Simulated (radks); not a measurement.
The numbers below are computed, except where a source is named.
Valence configurations of Bi II. Level of theory: scalar-relativistic Kohn-Sham, SCAN, spin-polarised, spherical densities, finite nucleus; open shells are filled with parallel spins first (spin-orbit coupling, left out, can overturn this in heavy ions); meta-GGA in the generalised Kohn-Sham scheme; Fermi nuclear charge, rms radius 5.5211 fm (a radial shooting solver on a logarithmic mesh with Libxc functionals). Energies are relative to [Hg] 6p2; eigenvalues in eV for spin up.

[Hg] 6p2: E (eV) 0.000; moment (Bohr magnetons) 2; e(4f) -162.31; e(5d) -35.804; e(6p) -12.395; e(6s) -23.204
[Xe] 4f12 5d10 6s2 6p4: E (eV) 337.82; moment (Bohr magnetons) 4; e(4f) -205.70; e(5d) -49.609; e(6p) -15.410; e(6s) -28.417
[Xe] 4f12.5 5d10 6s1.5 6p4: E (eV) 252.35; moment (Bohr magnetons) 4; e(4f) -195.43; e(5d) -46.869; e(6p) -15.182; e(6s) -27.842
[Xe] 4f14 5d9 6s2 6p3: E (eV) 24.305; moment (Bohr magnetons) 4; e(4f) -168.81; e(5d) -40.898; e(6p) -14.116; e(6s) -25.864
[Xe] 4f14 5d9.5 6s2 6p2.5: E (eV) 11.874; moment (Bohr magnetons) 3; e(4f) -165.56; e(5d) -38.365; e(6p) -13.283; e(6s) -24.565
[Xe] 4f14 5d8 6s2 6p4: E (eV) 53.721; moment (Bohr magnetons) 4; e(4f) -175.58; e(5d) -46.095; e(6p) -15.217; e(6s) -27.888
[Xe] 4f12 5d9.5 6s2 6p4.5: E (eV) 355.90; moment (Bohr magnetons) 4; e(4f) -209.22; e(5d) -52.300; e(6p) -15.945; e(6s) -29.420
[Xe] 4f13.5 5d10 6s0.5 6p4: E (eV) 94.730; moment (Bohr magnetons) 3; e(4f) -175.54; e(5d) -41.723; e(6p) -14.484; e(6s) -26.429
[Xe] 4f14 5d10 6s1 6p3: E (eV) 8.143; moment (Bohr magnetons) 4; e(4f) -163.74; e(5d) -37.255; e(6p) -13.649; e(6s) -24.846
[Xe] 4f13.5 5d9 6s2 6p3.5: E (eV) 105.16; moment (Bohr magnetons) 4; e(4f) -179.57; e(5d) -44.352; e(6p) -14.715; e(6s) -27.011

NIST lists [Hg] 6p2 as the ground configuration; this level of theory agrees among the configurations tried. The energies are those of spherical high-spin densities, not of single terms.
